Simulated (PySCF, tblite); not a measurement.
Isomers of C6H5O (doublet state), one GFN2-xTB conformer each. Single-point energies are computed at B3LYP/pcH-1 (PySCF, gas phase, no added dispersion term), electronic only. GFN2-xTB treats the open shell by occupation alone, and not every SCF solution was tested for stability.

```tsv
SMILES	GFN2-xTB relative energy (kcal/mol)
C#CC1=CO[CH]C1	6.8
C#CC1=COC[CH]1	0.0
```

Q: What does B3LYP/pcH-1 give for the same structures?

A: 
```
        SMILES  B3LYP/pcH-1 E (Eh)  B3LYP/pcH-1 (kcal/mol)  GFN2-xTB (kcal/mol)  point group
C#CC1=COC[CH]1          -306.75239                     0.0                  0.0           Cs
C#CC1=CO[CH]C1          -306.73646                    10.0                  6.8           Cs
```

Both levels put the same isomer lowest. 

Q: What happens when harmonic zero-point energies from GFN2-xTB frequencies are added?

A: 
| SMILES | ZPE (kcal/mol) | electronic (kcal/mol) | with ZPE (kcal/mol) |
| --- | --- | --- | --- |
| C#CC1=COC[CH]1 | 53.6 | 0.0 | 0.0 |
| C#CC1=CO[CH]C1 | 53.0 | 10.0 | 9.4 |

The zero-point energies span 0.6 kcal/mol. The order is unchanged.
